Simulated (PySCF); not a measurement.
## Hafnium: a sound run and one with changed settings

Sound run: Hf⁺ [Xe] 4f14 5d1 6s2, Hf²⁺ [Xe] 4f14 5d2. All numbers are calculated (PySCF 2.14, a scalar-relativistic core potential, in aug-cc-pVDZ-PP with ECP60MDF). The sound run starts from symmetry-adapted Hartree-Fock orbitals and uses a fine grid where one is needed.

A second run was set up differently.

```csv
species,method,sound run (hartree),changed run (hartree),converged
Hf⁺,UHF,n/a,-47.71149,no
Hf⁺,MN15,-48.14542,-48.25259,no
Hf⁺,LDA,-48.04290,-48.10037,yes
Hf²⁺,UHF,-47.24646,-47.24646,yes
Hf²⁺,MN15,-47.59418,-47.75520,yes
Hf²⁺,LDA,-47.49076,-48.46705,yes
```

**Question.** What was changed?
A. a valence shell is frozen
B. angular grid far too coarse
C. minimal basis
D. basis contracted for another Hamiltonian

**Answer.** B. It used 6 angular points. A coarse angular grid integrates products of high-l functions wrongly, so density functionals can shift, and the SCF can exploit the error; Hartree-Fock and MP2 need no grid.
